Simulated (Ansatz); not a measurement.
`C[SiH2]OB(N)F` at its PBE0-D4/def2-TZVP geometry, where that method's forces vanish. Charge 0, multiplicity 1.

```xyz
13

C    -0.9541   -0.0964    2.2228
Si   -1.0836   -0.3797    0.3929
O     0.3449    0.1030   -0.2870
B     0.7965    0.1150   -1.5689
N     2.0734    0.5846   -1.8936
F     0.0012   -0.3346   -2.5573
H    -0.7804    0.9597    2.4418
H    -0.1314   -0.6751    2.6489
H    -1.8783   -0.4000    2.7217
H    -1.3138   -1.8191    0.0976
H    -2.2018    0.4127   -0.1851
H     2.4190    0.5988   -2.8352
H     2.7081    0.9310   -1.1987
```

(1) What forces (eV/Å) does ωB97M-V/def2-TZVPP give on these atoms in Ansatz 0.2.0? (An estimate is asked.)

## Answers

(1) Ansatz gave: 
```
C1   0.003  0.005  0.028
Si2 -0.224 -0.091 -0.018
O3  -0.002  0.018  0.148
B4   0.110  0.047  0.023
N5   0.144  0.052 -0.044
F6  -0.159 -0.084 -0.154
H7  -0.012 -0.077 -0.015
H8  -0.060  0.043 -0.030
H9   0.066  0.022 -0.031
H10  0.027  0.159  0.029
H11  0.125 -0.088  0.060
H12 -0.005  0.002  0.027
H13 -0.014 -0.009 -0.022
```
